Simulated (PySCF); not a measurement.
# Unknown compound

The spectra below were simulated for a compound C₉H₁₃N.

1H NMR (400 MHz, computed): δ 6.30 (m, 1H), 6.16 (m, 1H), 5.51 (br s, 1H), 5.31 (br s, 1H), 1.35 (s, 9H).

13C{1H} NMR (computed): δ 167.0, 141.1, 135.1, 124.6, 121.2, 37.2, 32.0.

PySCF 2.14 calculation with PBE0/pcSseg-1 with gauge-including orbitals and structure optimised with GFN2-xTB; non-relativistic Hamiltonian, one computed conformer, equivalent nuclei averaged, isolated molecule.

Referencing at the same level of theory: TMS for 1H (σ = 31.72 ppm) and 13C (σ = 186.93 ppm).

Problem. Choose the structure that fits.
A. N#C[C@@H]1C[C@@H]2CCCC[C@@H]21
B. C#CC1=C[C@@H](C(C)C)NC1
C. C=C(C#N)C(=C)C(C)(C)C

Solution. C. 

- Rings plus π bonds: 4 (no ring in the answer).
- 7 carbon signals for 9 carbons: some carbons are equivalent by symmetry or fast rotation.
- Carbon types of the structure: 4 × C, 2 × CH2, 3 × CH3, which accounts for all hydrogens.
- δC 167.0, 135.1: fully substituted alkene carbon.
- δC 141.1, 121.2: terminal =CH2 carbon; the olefinic region.
- δC 124.6: nitrile carbon; typical of a nitrile.
- δC 37.2: allylic quaternary sp3 carbon; saturated and bonded to C and H only.
- δC 32.0: methyl carbon; aliphatic region, no heteroatom directly attached.

The others: N#C[C@@H]1C[C@@H]2CCCC[C@@H]21 would give 9 carbon signals, not 7; C#CC1=C[C@@H](C(C)C)NC1 would give 9 carbon signals, not 7.

Shifts are as computed. Against solution values, carbons near 30 ppm lie about +3 ppm off and those near 130 ppm about +5 ppm. Of 1211 compounds with measured shifts, 218 miss one by over three times the rms of a fit or turn the order of signals round; such compounds aren't used in these exercises. Multiplicities follow the n + 1 count of equivalent neighbours, as no J values were calculated; m marks all less simple cases, F and P coupling included.
